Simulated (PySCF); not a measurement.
Ligands exchanged one at a time, Si Br-OH. Gas-phase values, no solvent. One relaxed conformer stands for each flexible species; it need not be the lowest. Strings in code marks are SMILES.

Calculation: PBE0-D4/def2-TZVP (PySCF). 

| species | HOMO–LUMO gap (eV) | LUMO (eV) | S1 oscillator strength |
|---|---|---|---|
| 0 of 4 Br replaced by OH (`Br[Si](Br)(Br)Br`) | 7.05 | ? | 0.000 |
| 1 of 4 Br replaced by OH (`O[Si](Br)(Br)Br` (H–O–Si–Br torsion 180°)) | 7.55 | -0.97 | 0.000 |
| 2 of 4 Br replaced by OH (`Br[Si](O)(Br)O` (H–O–Si–Br torsion -66°, Br–Si–O–H torsion -46°)) | ? | -0.20 | 0.025 |
| 4 of 4 Br replaced by OH (`O[Si](O)(O)O`) | 9.60 | – | 0.009 |

What belongs in the gaps?


- 0 of 4 Br replaced by OH (`Br[Si](Br)(Br)Br`), LUMO (eV): -1.64
- 2 of 4 Br replaced by OH (`Br[Si](O)(Br)O` (H–O–Si–Br torsion -66°, Br–Si–O–H torsion -46°)), HOMO–LUMO gap (eV): 8.24
